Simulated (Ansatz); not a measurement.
Wavefunction ladder for C2H5BOS

```
atom   x (Å)   y (Å)   z (Å)
  O1   0.509  -1.051  -1.668
  C2   1.126  -0.506  -0.772
  B3   0.497   0.524   0.271
  C4  -0.766  -0.020   1.016
  S5  -1.315   0.997  -0.413
  H6   2.195  -0.793  -0.640
  H7   1.120   1.450   0.696
  H8  -1.092  -1.049   0.907
  H9  -1.111   0.446   1.934
 H10  -1.163   0.001  -1.332
```

The species carries charge 0 and has multiplicity 1. The bonds changed during the relaxation, so this is another structure than the one it started from. All single points use the PBE0-D4/def2-TZVP geometry. It is one conformer, not always the lowest. Frozen core, restricted reference, Ansatz 0.2.0. CBS rows extrapolate triple and quadruple zeta; past MP2 they add the triple-zeta difference.

```csv
basis,HF (Eh),MP2 corr.,CCSD corr.,(T),CCSD(T) total
def2-SVP,-575.42964,-0.67913,-0.72492,-0.02550,-576.18006
def2-TZVPP,?,?,?,-0.04192,?
def2-QZVPP,-575.79269,-0.91277,–,–,–
CBS(def2),-575.79533,?,-0.99527,as TZ,?
```

Task: Fill in the withheld values. (An estimate is asked.)

Result: The calculation gave: def2-TZVPP HF (Eh): -575.77353; def2-TZVPP MP2 corr.: -0.85118; def2-TZVPP CCSD corr.: -0.88807; def2-TZVPP CCSD(T) total: -576.70352; CBS(def2) MP2 corr.: -0.95839; CBS(def2) CCSD(T) total: -576.83252.
